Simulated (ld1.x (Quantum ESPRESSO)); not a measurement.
# Transferability test, TM potential for gallium (Ga)

ld1.x (Quantum ESPRESSO) 7.5 input, shortened:

```
&input
   title='Ga', zed=31., rel=1, dft='PBE', iswitch=3,
   config='[Ar] 3d10 4s2 4p1'
 /
 &inputp
   pseudotype=2, tm=.true., lloc=0,
   nlcc=.false.
 /
3
3P  2  1   6.00   0.00  0.95  0.95  0.0
3D  3  2  10.00   0.00  1.10  1.10  0.0
4S  1  0   2.00   0.00  1.95  1.95  0.0
 &test
   configts(1)='3p6 3d10 4s2 4p1'
 /
```

Occupied shells without a wave of their own: 4p. They enter only through the test configuration that unscreens the potential.

Energies are relative to the spin-unpolarised reference configuration 3p6 3d10 4s2 4p1; without spin polarisation the order of configurations can differ from experiment. Not all tests gave a result: 1 of 7 tests not solved or not reliable. Left out of the table: 3p6 3d10 4s2 4p1.3 (pseudo-atom not self-consistent, printed error -4735 eV). The frozen-core shift is the all-electron ΔE with the core orbitals held at their reference shape minus the fully relaxed ΔE.

| valence configuration | charge | ΔE all-electron (eV) | error AE − PS (meV) | frozen-core shift (meV) |
| --- | --- | --- | --- | --- |
| 3p6 3d10 4s2 4p0 | +1 | 5.688 | +1486 | +0.6 |
| 3p6 3d10 4s1 4p0 | +2 | 26.816 | +2470 | +2.8 |
| 3p5 3d10 4s2 4p1 | +1 | 108.205 | -711 | +71 |
| 3p6 3d10 4s0 4p3 | 0 | 13.371 | -2642 | +1.4 |
| 3p6 3d9 4s2 4p1 | +1 | 27.696 | -386 | +25 |

(1) What are ΔE and the potential's error for 3p6 3d10 4s0 4p0?

Levels in the configuration 3p5 3d10 4s2 4p1:

| level | all-electron (eV) | pseudo (eV) |
| --- | --- | --- |
| 3p | -118.258 | -119.687 |
| 3d | -37.605 | -38.779 |
| 4s | -19.408 | -19.201 |
| 4p | -11.147 | -8.874 |

The potential misses its own reference levels by up to 0.9 eV.

Results:

(1) ΔE = 58.088 eV all-electron; the error (AE − PS) is +3547 meV.

These tests converged, but a pseudo level misses the all-electron one widely, so the file describes the atom poorly there or has found another state: 3p6 3d10 4s2 4p0: empty 4p by 2.1 eV; 3p6 3d10 4s1 4p0: empty 4p by 3.0 eV; 3p6 3d10 4s0 4p0: empty 4p by 4.0 eV; 3p5 3d10 4s2 4p1: 4p by 2.3 eV; 3p6 3d9 4s2 4p1: 4p by 2.2 eV. ld1.x printed “convergence not achieved” for 4 of the counted tests; their residual had stalled under 1e-8, short of the target of 1e-14. The 4p level has no wave, so the channel is fitted at the deeper level alone: the likely source of the large errors.
